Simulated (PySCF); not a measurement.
Bi: ionisation energy

Bi [Xe] 4f14 5d10 6s2 6p3 [6p1/2^2 6p3/2^1, M_J = 3/2] → Bi⁺ [Xe] 4f14 5d10 6s2 6p2 [6p1/2^2, M_J = 0], as a difference of total energies. Calculation: PySCF 2.14, in x2c-TZVPall-2c with one added diffuse shell each of s, p, d, f type (12s12p10d4f, 126 functions); the two-component X2C-1e Hamiltonian. Correlated levels: [Kr] 4d10 4f14 frozen; the 24 highest virtual spinors dropped. "Screened" scales the spin-orbit matrix elements by Boettger's factors to mimic the two-electron term; Breit and QED terms are absent.

```json
{"method": "GHF (spin-free)", "ionisation energy (eV)": "8.267"}
{"method": "GMP2 (spin-free)", "ionisation energy (eV)": "8.706"}
{"method": "GHF (screened spin-orbit)", "ionisation energy (eV)": "6.991"}
{"method": "GMP2 (screened spin-orbit)", "ionisation energy (eV)": "7.312"}
```

Question: How much does correlation contribute at GMP2 (screened spin-orbit)?

Answer: 7.312 − (6.991) = 0.321 eV, measured against GHF (screened spin-orbit).

The spin-free rows relax to the high-spin LS determinant and lack the spin-orbit shift.

Errors of the correlated levels include the incompleteness of this basis and the frozen core.

The labels give the starting determinants; with spin-orbit coupling the two ends relaxed to ⟨J²⟩ = 3.78, ⟨L²⟩ = 0.81, ⟨S²⟩ = 3.24 and ⟨J²⟩ = 0.00, ⟨L²⟩ = 1.52, ⟨S²⟩ = 1.52.

For comparison: 7.286 eV (measured; NIST Atomic Spectra Database, ionization energies).
